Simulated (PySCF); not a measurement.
Electronic structure of Co³⁺ (cobalt, charge +3) at the TPSS level

Configuration: [Ar] 3d6, high-spin 5D determinant. All numbers are calculated (PySCF 2.14, the spin-free X2C one-electron Hamiltonian (Gaussian nucleus), in x2c-SVPall (5s3p3d1f, 36 functions)).

```
Total energy                                                  : -1390.845 hartree
One-electron energy                                           : -1887.889 hartree
Hartree (Coulomb) energy                                      : 555.961 hartree
Exchange-correlation energy                                   : -58.917 hartree
⟨S²⟩                                                          : 6.0006
⟨L²⟩                                                          : 6.005
Sum of ⟨r⟩                                                    : 13.99 bohr
Sum of ⟨r²⟩                                                   : 13.13 bohr²
Traceless quadrupole moment −½Σ⟨3z² − r²⟩ along its main axis : 0.331 e·bohr²
Langevin diamagnetic susceptibility                           : -10.4 ×10⁻⁶ cm³/mol
Time after the integrals                                      : 0.49 s of wall time on 1 thread of AMD EPYC 9R45 96-Core Processor (shared host)
```

```tsv
shell	electrons	mean orbital energy (eV)	spread (eV)	rms radius, mean of both spins (bohr)
1s α	1	-7642.6	0	0.0649
1s β	1	-7642.6	0	0.0649
2s α	1	-943.53	0	0.277
2s β	1	-941.50	0	0.277
2p α	3	-812.91	1.124	0.249
2p β	3	-811.25	0.655	0.249
3s α	1	-144.56	0	0.828
3s β	1	-139.34	0	0.828
3p α	3	-106.94	2.145	0.885
3p β	3	-101.78	0.622	0.885
3d α	5	-47.499	2.455	1.04
3d β	1	-43.652	0	1.04
```

Densities and radii are taken from the X2C orbitals without a picture-change correction, which distorts them close to the nucleus.
